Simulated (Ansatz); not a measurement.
Ansatz (a first-principles code) input (B3LYP-D3(BJ)/def2-TZVP):

Ansatz 0.2 input:
```yaml
crystal:
  periodic: [false, false, false]
  atoms:
    - {symbol: C, position_ang: [-0.22730280, -1.32747804, -1.57079884]}
    - {symbol: Ge, position_ang: [-0.04151924, -0.09800699, -0.11462558]}
    - {symbol: C, position_ang: [-0.08410330, 1.76833145, -0.79715150]}
    - {symbol: C, position_ang: [-1.48457014, -0.40669050, 1.21391641]}
    - {symbol: C, position_ang: [1.71506412, -0.36476770, 0.80207159]}
    - {symbol: H, position_ang: [-0.72311676, -2.27636202, -1.47052948]}
    - {symbol: H, position_ang: [0.17802202, -1.13043841, -2.54730807]}
    - {symbol: H, position_ang: [0.09045524, 2.47398516, 0.00971933]}
    - {symbol: H, position_ang: [-1.04650098, 1.99571196, -1.24518647]}
    - {symbol: H, position_ang: [0.68383576, 1.91812136, -1.55017366]}
    - {symbol: H, position_ang: [-2.46171816, -0.22344844, 0.77711354]}
    - {symbol: H, position_ang: [-1.46220469, -1.43094739, 1.57438468]}
    - {symbol: H, position_ang: [-1.36600046, 0.25414647, 2.06755812]}
    - {symbol: H, position_ang: [1.78983389, -1.37035814, 1.20351301]}
    - {symbol: H, position_ang: [2.53639967, -0.20994652, 0.10996053]}
    - {symbol: H, position_ang: [1.81500793, 0.34190747, 1.62005428]}
basis:
  gaussian:
    orbitals: def2-TZVP
hamiltonian:
  xc: b3lyp
  dispersion: d3bj
magnetization: {spin_polarized: true, initial_magnetization: 1}
relax: {f_tol: 0.002, max_steps: 150}
```

Output:

```
Functional definition: B3LYP
integrals: 0.20 GiB planned
1593 factors; their error is unknown
0.32 GiB of the device are held for the grids
1.59 GiB of device memory are held for the factors and their scratch space
mean field: 1.66 GiB planned
mean field evaluation 1: about -60828.8747 eV, gradient 6.7e1 eV
mean field evaluation 2: about -60820.7528 eV, gradient 7.5e1 eV
mean field evaluation 4: about -60847.8563 eV, gradient 3.1e0 eV
mean field evaluation 8: about -60847.8878 eV, gradient 4.9e-2 eV
mean field evaluation 16: about -60848.0757 eV, gradient 1.2e-4 eV
mean field -60848.07566339 eV, -2236.1255363227 hartree, gradient 3.9e-5 eV, S^2 0.754026; 0 other end points of the search recorded, 0 dependent functions left out
the calculation of the forces begins
reference -60848.07598972 eV, -2236.1255483150 hartree; 34, 33 occupied and 204, 205 virtual orbitals, 1593 factors
relax step   1: F+E_penalty+E_count = -60848.66371020 eV  Δ(F+E_penalty+E_count) = +0.000e0 eV  max|allowed force component| = 5.535e-1 eV/Å  Δτ_max = 0.0000 Å  (31 SCF iters, accepted)
these checks for a lower state are left out or cut short: starts, cluster_reference, orbital_swaps, neighbouring_geometries, increment
integrals: 0.20 GiB planned
1593 factors; their error is unknown
0.32 GiB of the device are held for the grids
1.59 GiB of device memory are held for the factors and their scratch space
mean field: 1.66 GiB planned
mean field -60848.09177521 eV, -2236.1261284211 hartree, gradient 2.1e-5 eV, S^2 0.754047; 0 other end points of the search recorded, 0 dependent functions left out
the calculation of the forces begins
reference -60848.09210163 eV, -2236.1261404168 hartree; 34, 33 occupied and 204, 205 virtual orbitals, 1593 factors
relax step   2: F+E_penalty+E_count = -60848.68291472 eV  Δ(F+E_penalty+E_count) = -1.920e-2 eV  max|allowed force component| = 1.902e-1 eV/Å  Δτ_max = 0.0278 Å  (33 SCF iters, accepted)
these checks for a lower state are left out or cut short: starts, cluster_reference, orbital_swaps, neighbouring_geometries, increment
integrals: 0.20 GiB planned
1593 factors; their error is unknown
0.33 GiB of the device are held for the grids
1.59 GiB of device memory are held for the factors and their scratch space
mean field: 1.66 GiB planned
mean field evaluation 32: about -60848.0901 eV, gradient 2.0e-5 eV
mean field -60848.09005683 eV, -2236.1260652715 hartree, gradient 2.0e-5 eV, S^2 0.754060; 0 other end points of the search recorded, 0 dependent functions left out
the calculation of the forces begins
reference -60848.09038341 eV, -2236.1260772733 hartree; 34, 33 occupied and 204, 205 virtual orbitals, 1593 factors
relax step   3: F+E_penalty+E_count = -60848.68177128 eV  Δ(F+E_penalty+E_count) = +1.143e-3 eV  max|allowed force component| = 2.334e-1 eV/Å  Δτ_max = 0.0174 Å  (33 SCF iters, rejected (line search))
these checks for a lower state are left out or cut short: starts, cluster_reference, orbital_swaps, neighbouring_geometries, increment
integrals: 0.20 GiB planned
1593 factors; their error is unknown
0.32 GiB of the device are held for the grids
1.59 GiB of device memory are held for the factors and their scratch space
mean field: 1.66 GiB planned
mean field -60848.09401893 eV, -2236.1262108763 hartree, gradient 2.0e-5 eV, S^2 0.754068; 0 other end points of the search recorded, 0 dependent functions left out
the calculation of the forces begins
reference -60848.09434573 eV, -2236.1262228858 hartree; 34, 33 occupied and 204, 205 virtual orbitals, 1593 factors
relax step   4: F+E_penalty+E_count = -60848.68530241 eV  Δ(F+E_penalty+E_count) = -2.388e-3 eV  max|allowed force component| = 1.290e-2 eV/Å  Δτ_max = 0.0083 Å  (34 SCF iters, accepted)
these checks for a lower state are left out or cut short: starts, cluster_reference, orbital_swaps, neighbouring_geometries, increment
integrals: 0.20 GiB planned
1593 factors; their error is unknown
0.32 GiB of the device are held for the grids
1.59 GiB of device memory are held for the factors and their scratch space
mean field: 1.66 GiB planned
mean field -60848.09422175 eV, -2236.1262183298 hartree, gradient 1.8e-5 eV, S^2 0.754066; 0 other end points of the search recorded, 0 dependent functions left out
the calculation of the forces begins
reference -60848.09454840 eV, -2236.1262303340 hartree; 34, 33 occupied and 204, 205 virtual orbitals, 1593 factors
relax step   5: F+E_penalty+E_count = -60848.68545035 eV  Δ(F+E_penalty+E_count) = -1.479e-4 eV  max|allowed force component| = 2.104e-3 eV/Å  Δτ_max = 0.0128 Å  (33 SCF iters, accepted)
these checks for a lower state are left out or cut short: starts, cluster_reference, orbital_swaps, neighbouring_geometries, increment
integrals: 0.20 GiB planned
1593 factors; their error is unknown
0.32 GiB of the device are held for the grids
1.59 GiB of device memory are held for the factors and their scratch space
mean field: 1.66 GiB planned
mean field -60848.09424110 eV, -2236.1262190406 hartree, gradient 1.9e-5 eV, S^2 0.754066; 0 other end points of the search recorded, 0 dependent functions left out
the calculation of the forces begins
reference -60848.09456772 eV, -2236.1262310437 hartree; 34, 33 occupied and 204, 205 virtual orbitals, 1593 factors
relax step   6: F+E_penalty+E_count = -60848.68546103 eV  Δ(F+E_penalty+E_count) = -1.068e-5 eV  max|allowed force component| = 5.257e-4 eV/Å  Δτ_max = 0.0047 Å  (26 SCF iters, accepted)
these checks for a lower state are left out or cut short: starts, cluster_reference, orbital_swaps, neighbouring_geometries, increment
integrals: 0.20 GiB planned
1593 factors; their error is unknown
0.32 GiB of the device are held for the grids
1.59 GiB of device memory are held for the factors and their scratch space
mean field: 1.66 GiB planned
mean field -60848.09425079 eV, -2236.1262193970 hartree, gradient 1.2e-5 eV, S^2 0.754066; 0 other end points of the search recorded, 0 dependent functions left out
the calculation of the forces begins
reference -60848.09457737 eV, -2236.1262313986 hartree; 34, 33 occupied and 204, 205 virtual orbitals, 1593 factors
relax step   7: F+E_penalty+E_count = -60848.68546545 eV  Δ(F+E_penalty+E_count) = -4.416e-6 eV  max|allowed force component| = 5.193e-4 eV/Å  Δτ_max = 0.0055 Å  (26 SCF iters, accepted)
integrals: 0.20 GiB planned
1593 factors; their error is unknown
0.32 GiB of the device are held for the grids
1.59 GiB of device memory are held for the factors and their scratch space
mean field: 1.66 GiB planned
mean field evaluation 64: about -60847.8806 eV, gradient 3.0e0 eV
mean field -60848.09425079 eV, -2236.1262193970 hartree, gradient 2.4e-5 eV, S^2 0.754066; 1 other end points of the search recorded, 0 dependent functions left out
the calculation of the forces begins
reference -60848.09457737 eV, -2236.1262313986 hartree; 34, 33 occupied and 204, 205 virtual orbitals, 1593 factors
Total energy: -60848.68579203 eV, -2236.1479581364 hartree
Atom 0 at    -0.225777    -1.325889    -1.567974 Å, force     0.000086     0.000048    -0.000340 eV/Å
Atom 1 at    -0.026298    -0.085380    -0.093756 Å, force    -0.000519    -0.000111    -0.000446 eV/Å
Atom 2 at    -0.093832     1.758487    -0.782944 Å, force     0.000023     0.000236     0.000035 eV/Å
Atom 3 at    -1.473601    -0.388822     1.205889 Å, force    -0.000109     0.000140    -0.000061 eV/Å
Atom 4 at     1.712959    -0.369557     0.797903 Å, force    -0.000493     0.000228    -0.000157 eV/Å
Atom 5 at    -0.722377    -2.283865    -1.460413 Å, force     0.000277    -0.000087    -0.000016 eV/Å
Atom 6 at     0.176305    -1.126024    -2.555144 Å, force    -0.000173    -0.000093     0.000218 eV/Å
Atom 7 at     0.050017     2.471699     0.029683 Å, force    -0.000050    -0.000161    -0.000420 eV/Å
Atom 8 at    -1.056991     1.957149    -1.253266 Å, force     0.000464     0.000075     0.000178 eV/Å
Atom 9 at     0.691640     1.916626    -1.522900 Å, force    -0.000095    -0.000136     0.000366 eV/Å
Atom 10 at    -2.445684    -0.210157     0.745841 Å, force     0.000040     0.000014     0.000217 eV/Å
Atom 11 at    -1.447419    -1.416083     1.571346 Å, force     0.000240    -0.000018     0.000022 eV/Å
Atom 12 at    -1.364754     0.282490     2.058566 Å, force    -0.000037    -0.000078     0.000150 eV/Å
Atom 13 at     1.780065    -1.384895     1.188748 Å, force    -0.000081    -0.000390     0.000196 eV/Å
Atom 14 at     2.531531    -0.213915     0.095013 Å, force     0.000273     0.000108    -0.000293 eV/Å
Atom 15 at     1.825797     0.331896     1.625924 Å, force     0.000153     0.000224     0.000352 eV/Å
Dipole moment:     0.007303     0.019723     0.026832 e Å
```

It need not be the lowest isomer of its formula.
